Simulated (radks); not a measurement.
Spin polarisation of the 3p3 shell in P. Start: [Ne] 3s2 3p(up 1.5, down 1.5); electrons of 3p are moved from spin down to spin up, other shells keep equal spins. Method: scalar-relativistic Kohn-Sham, PBE, spin-polarised, spherical densities, point nucleus; computed with a radial shooting solver on a logarithmic mesh with Libxc functionals.

moment (Bohr magnetons)  E - E(0) (eV)  e(3p up) (eV)  e(3p down) (eV)  3s down minus up (eV)  2p down minus up (eV)  2s down minus up (eV)
0                                0.000         -5.507           -5.507                  0.000                 0.000                 0.000
0.75                            -0.114         -5.784           -5.173                  0.659                  0.105                  0.077
1.5                             -0.460         -6.007           -4.774                  1.327                  0.210                  0.154
2.25                            -1.042         -6.175           -4.299                  2.013                  0.314                  0.230
3                               -1.871         -6.283           -3.724                  2.723                  0.417                  0.307

At moment 3 the spin-polarisation energy is -1.871 eV and the 3p exchange splitting 2.559 eV, that is 0.853 eV per Bohr magneton; E = -I m^2/4 would give I = 0.831 eV.
